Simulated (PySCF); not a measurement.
## IrH₂⁺: one-bond stretch

All numbers come from PySCF, UPBE0, basis Ir def2-TZVP with ECP60, H def2-TZVP (scalar-relativistic core potentials, no spin–orbit coupling, density fitting).

Rigid scan from the triplet minimum (Ir–H 1.577 Å (×2); H–Ir–H 44.1°). Coordinate: the bond from Ir to the last atom (H) scaled, the rest fixed. Energies in kJ/mol from the minimum.

```
scale of one bond  E (kJ/mol)  dipole size (D, about the centre of mass)  ⟨S²⟩
             0.92        17.5                                       0.18  2.00
             0.96         4.0                                       0.12  2.00
             1.00         0.0                                       0.06  2.00
             1.05         5.0                                       0.05  2.00
             1.12        24.9                                       0.19  2.01
             1.20        58.7                                       0.36  2.01
             1.35       134.9                                       0.72  2.02
             1.55       226.8                                          –  2.32
             1.80       280.8                                          –  2.72
             2.20       308.8                                          –  2.89
```

Spin contamination is strong at 1.55, 1.80, 2.20, so these points are less reliable.

With open d or f shells other occupations or spin states may lie lower. With an element this heavy the missing spin–orbit coupling can shift these numbers.

Other isomers or separated fragments may lie lower.
